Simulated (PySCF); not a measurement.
Geometry:
```csv
atom,x (Å),y (Å),z (Å)
F1,2.956,0.868,1.195
B2,1.962,0.843,0.328
F3,2.126,1.544,-0.779
C4,0.669,0.018,0.612
C5,-0.432,0.138,-0.429
C6,-1.627,-0.718,-0.104
F7,-1.301,-2.016,-0.048
F8,-2.157,-0.394,1.083
F9,-2.588,-0.586,-1.022
H10,0.974,-1.037,0.730
H11,0.294,0.310,1.609
H12,-0.080,-0.162,-1.427
H13,-0.792,1.174,-0.518
```

[PySCF 2.14.0 with density-fitted response routines: structure optimised with PBE0-D3(BJ)/def2-SVP; spin–spin couplings from B3LYP/pcJ-1 (spin–dipole term only in couplings to heteroatoms); σ from GIAO-KT2/pcSseg-1; gas phase; one computed conformer; no relativistic terms; fast rotation and ring inversion assumed for equivalent nuclei]

Question: List the cross peaks expected in HSQC, COSY and HMBC spectra.

Answer: 

HSQC (one-bond C–H):
```
            δH         δC  1J(C,H) (Hz)
1.80 (H12/H13)  30.3 (C5)           136
1.22 (H10/H11)   7.1 (C4)           124
```

COSY cross peaks (|J| ≥ 2 Hz):
```
            δH              δH  abs. J (Hz)  bonds
1.80 (H12/H13)  1.22 (H10/H11)          8.3      3
```

HMBC (two and three bonds, |J| ≥ 2.5 Hz):
```
            δH                  δC [abs. J in Hz]
1.80 (H12/H13)   131.9 (C6) [6.2], 7.1 (C4) [3.0]
1.22 (H10/H11)  131.9 (C6) [2.9], 30.3 (C5) [4.4]
```

Chemical shifts δ = σref − σ; 1H and 13C vs TMS, all at this level.

A carbon bonded to boron is broadened by the quadrupolar boron nucleus and is often missing from a measured spectrum. Common functionals overestimate the size of one-bond C–F couplings by tens of Hz; these are unscaled. Unscaled 3J(H,H) at this level run about 10 % above measured values. Shifts are as computed. Against solution values, carbons near 30 ppm lie about +2 ppm off and those near 130 ppm about -5 ppm. Of 1211 compounds with measured shifts, 218 miss one by over three times the rms of a fit or turn the order of signals round; such compounds aren't used in these exercises. Vicinal H,H couplings across rotating CH2–CH2 and CH–CH2 bonds are estimated from the computed gauche and anti values for equal rotamer populations, (2 J gauche + J anti)/3. Vicinal couplings across rotatable single bonds and in flexible rings belong to the one computed conformer; a conformer average would change them.
